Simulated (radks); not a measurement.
Task: Br I, 35 electrons, occupied as [Ar] 3d10 4s2 4p5 (the NIST ground configuration). Calculated with a radial shooting solver on a logarithmic mesh with Libxc functionals: scalar-relativistic Kohn-Sham, LDA (Slater exchange, Perdew-Wang correlation), spin-polarised, spherical densities, finite nucleus; open shells are filled with parallel spins first; Fermi nuclear charge, rms radius 4.1629 fm. Some entries of the table are withheld. Estimate them.

orbital,occ.,eigenvalue (hartree),r(max) (bohr),<r^2> (bohr^2)
1s up,1,-488.6077,0.02795,0.002467
1s down,1,-488.6053,0.02795,0.002467
2s up,1,-63.59515,0.1594,0.04249
2s down,1,-63.59359,0.1594,0.04249
2p up,3,-56.14761,0.1274,0.03356
2p down,3,-56.14539,0.1274,0.03356
3s up,1,-8.71722,0.4846,0.3515
3s down,1,-8.71407,0.4846,0.3514
3p up,3,-6.36613,0.4812,0.3743
3p down,3,-6.36255,0.4812,0.3740
3d up,5,-2.46353,0.4296,0.4343
3d down,5,-2.45892,0.4296,0.4328
4s up,1,-0.75850,(1),3.199
4s down,1,-0.73289,(2),3.213
4p up,3,-0.30501,1.659,5.161
4p down,2,-0.28135,1.662,5.303
5s up,0,-0.01730,(3),(4)
5s down,0,-0.01493,(5),(6)

Result: 
(1) 4s up r(max) (bohr): 1.413
(2) 4s down r(max) (bohr): 1.410
(3) 5s up r(max) (bohr): 5.084
(4) 5s up <r^2> (bohr^2): 55.98
(5) 5s down r(max) (bohr): 5.237
(6) 5s down <r^2> (bohr^2): 61.36
